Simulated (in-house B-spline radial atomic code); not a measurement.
Hg⁺. Computed with a B-spline radial atomic code. Model: all-electron spherical atom, spin shells full or empty, radial basis limit, no spin-orbit coupling, Breit or QED, empty-state partial waves extrapolated as (l+1/2)^-4, RPA, G0W0 and static COHSEX of the highest shell as one setting changes (uncorrelated shells keep exact exchange).

In a row where one electron alone is correlated, RPA and GW hold only self-correlation.

Without the two-electron picture change, core correlation of heavy ions comes too large.

Given: element Hg; charge 1; filled core Xe; hamiltonian one-electron scalar X2C; mean-field start PBE; highest l of empty states 9; nuclear rms radius 5.4648 fm; highest mean-field shell 6s up.

Shell: 4f 7 7, 5d 5 5, 6s 1 0 (electrons up and down).

```json
{"lowest nl shells left uncorrelated": "0", "RPA correlation energy (hartree)": "-7.1487", "G0W0 level (eV)": "-19.3", "G0W0 minus most complete (meV)": "0", "COHSEX level (eV)": "-21.345"}
{"lowest nl shells left uncorrelated": "1", "RPA correlation energy (hartree)": "-6.9085", "G0W0 level (eV)": "-19.3", "G0W0 minus most complete (meV)": "0.1", "COHSEX level (eV)": "-21.345"}
{"lowest nl shells left uncorrelated": "2", "RPA correlation energy (hartree)": "?", "G0W0 level (eV)": "?", "G0W0 minus most complete (meV)": "?", "COHSEX level (eV)": "?"}
{"lowest nl shells left uncorrelated": "3", "RPA correlation energy (hartree)": "-6.0741", "G0W0 level (eV)": "-19.3", "G0W0 minus most complete (meV)": "0.1", "COHSEX level (eV)": "-21.344"}
{"lowest nl shells left uncorrelated": "4", "RPA correlation energy (hartree)": "-5.8733", "G0W0 level (eV)": "-19.303", "G0W0 minus most complete (meV)": "-2.7", "COHSEX level (eV)": "-21.351"}
{"lowest nl shells left uncorrelated": "5", "RPA correlation energy (hartree)": "-5.2531", "G0W0 level (eV)": "-19.302", "G0W0 minus most complete (meV)": "-1.7", "COHSEX level (eV)": "-21.351"}
{"lowest nl shells left uncorrelated": "6", "RPA correlation energy (hartree)": "?", "G0W0 level (eV)": "?", "G0W0 minus most complete (meV)": "?", "COHSEX level (eV)": "?"}
{"lowest nl shells left uncorrelated": "7", "RPA correlation energy (hartree)": "-4.0342", "G0W0 level (eV)": "-19.311", "G0W0 minus most complete (meV)": "-10.6", "COHSEX level (eV)": "-21.376"}
{"lowest nl shells left uncorrelated": "8", "RPA correlation energy (hartree)": "-3.459", "G0W0 level (eV)": "-19.312", "G0W0 minus most complete (meV)": "-12.1", "COHSEX level (eV)": "-21.383"}
{"lowest nl shells left uncorrelated": "9", "RPA correlation energy (hartree)": "-2.4838", "G0W0 level (eV)": "-19.291", "G0W0 minus most complete (meV)": "8.8", "COHSEX level (eV)": "-21.348"}
{"lowest nl shells left uncorrelated": "10", "RPA correlation energy (hartree)": "-2.2808", "G0W0 level (eV)": "-19.333", "G0W0 minus most complete (meV)": "-33", "COHSEX level (eV)": "-21.432"}
{"lowest nl shells left uncorrelated": "11", "RPA correlation energy (hartree)": "-0.99052", "G0W0 level (eV)": "-19.22", "G0W0 minus most complete (meV)": "80.5", "COHSEX level (eV)": "-21.245"}
{"lowest nl shells left uncorrelated": "12", "RPA correlation energy (hartree)": "-0.59884", "G0W0 level (eV)": "-19.176", "G0W0 minus most complete (meV)": "124.7", "COHSEX level (eV)": "-21.208"}
{"lowest nl shells left uncorrelated": "13", "RPA correlation energy (hartree)": "-0.01559", "G0W0 level (eV)": "-18.216", "G0W0 minus most complete (meV)": "1084.1", "COHSEX level (eV)": "-19.121"}
```

Question: What follows for lowest nl shells left uncorrelated = 2?

Answer: RPA correlation energy -6.694 hartree; G0W0 level -19.301 eV; G0W0 minus most complete -0.6 meV; COHSEX level -21.346 eV.

Question: What follows for lowest nl shells left uncorrelated = 6?

Answer: RPA correlation energy -4.2258 hartree; G0W0 level -19.295 eV; G0W0 minus most complete 5.4 meV; COHSEX level -21.338 eV.
